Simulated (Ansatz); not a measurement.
H5GaS2Si, SMILES `[SiH3][Ga]([SH])[SH]` (S–Ga–S–H torsion -179°, S–Ga–S–H torsion 0°) with one electron removed (charge 1, multiplicity 2), frozen-core CCSD(T)/cc-pVTZ // PBE0-D3(BJ)/def2-TZVP (Ansatz, a quantum-chemistry and plane-wave program). The run hit its time limit unfinished.

Ansatz 0.2 input:
```yaml
crystal:
  periodic: [false, false, false]
  atoms:
    - { symbol: Si, position_ang: [1.682872, -0.178701, 0.087662] }
    - { symbol: Ga, position_ang: [-0.704269, -0.106878, -0.131711] }
    - { symbol: S, position_ang: [-1.948537, 1.585249, 0.547633] }
    - { symbol: S, position_ang: [-1.842357, -1.766703, -1.029783] }
    - { symbol: H, position_ang: [2.263659, 1.126555, -0.326726] }
    - { symbol: H, position_ang: [2.039055, -0.420695, 1.511716] }
    - { symbol: H, position_ang: [2.266323, -1.260217, -0.747607] }
    - { symbol: H, position_ang: [-0.906176, 2.314056, 0.979043] }
    - { symbol: H, position_ang: [-3.04248, -1.186069, -0.861934] }
basis:
  gaussian: { orbitals: cc-pVTZ }
correlation:
  method: ccsd_t
total_charge: 1
magnetization:
  spin_polarized: true
  initial_magnetization: 1
```

The last lines of the output:

```
mean field evaluation 192: about -81904.9091 eV, gradient 4.0e0 eV
mean field evaluation 224: about -81901.8977 eV, gradient 2.1e-3 eV
mean field evaluation 256: about -81901.0295 eV, gradient 7.7e-1 eV
mean field evaluation 288: about -81900.4847 eV, gradient 3.7e0 eV
mean field evaluation 320: about -81906.0565 eV, gradient 2.4e0 eV
mean field evaluation 352: about -81905.1296 eV, gradient 2.6e-2 eV
mean field evaluation 384: about -81905.0835 eV, gradient 1.2e-3 eV
mean field evaluation 416: about -81903.2637 eV, gradient 1.6e0 eV
mean field evaluation 448: about -81903.3327 eV, gradient 1.1e0 eV
mean field -81906.48699136 eV, -3010.0078787217 hartree, gradient 4.0e-6 eV, S^2 0.765106; 17 other end points of the search recorded, 0 dependent functions left out
determinant -81906.48699136 eV, -3010.0078787217 hartree, with singles and doubles -81924.70647399 eV, -3010.6774323588 hartree
determinant -81906.43277751 eV, -3010.0058863992 hartree, with singles and doubles -81924.68021219 eV, -3010.6764672554 hartree
determinant -81906.15717574 eV, -3009.9957582211 hartree, with singles and doubles -81924.75963948 eV, -3010.6793861542 hartree
determinant -81905.83661443 eV, -3009.9839778102 hartree, with singles and doubles -81924.19484879 eV, -3010.6586304793 hartree
determinant -81905.13010136 eV, -3009.9580139337 hartree, with singles and doubles -81923.77596033 eV, -3010.6432366125 hartree
determinant -81905.08353265 eV, -3009.9563025653 hartree, with singles and doubles -81923.47605832 eV, -3010.6322154168 hartree
determinant -81906.48699136 eV, -3010.0078787217 hartree, with singles and doubles -81924.51516879 eV, -3010.6704020221 hartree
determinant -81906.43277751 eV, -3010.0058863992 hartree, with singles and doubles -81924.48686863 eV, -3010.6693620103 hartree
determinant -81906.15717574 eV, -3009.9957582211 hartree, with singles and doubles -81924.55885872 eV, -3010.6720075976 hartree
determinant -81906.48699136 eV, -3010.0078787217 hartree, with singles and doubles -81924.55889708 eV, -3010.6720090073 hartree
determinant -81906.43277751 eV, -3010.0058863992 hartree, with singles and doubles -81924.53922040 eV, -3010.6712859027 hartree
determinant -81906.15717574 eV, -3009.9957582211 hartree, with singles and doubles -81924.56719670 eV, -3010.6723140128 hartree
determinant -81905.83661443 eV, -3009.9839778102 hartree, with singles and doubles -81924.19555144 eV, -3010.6586563013 hartree
```
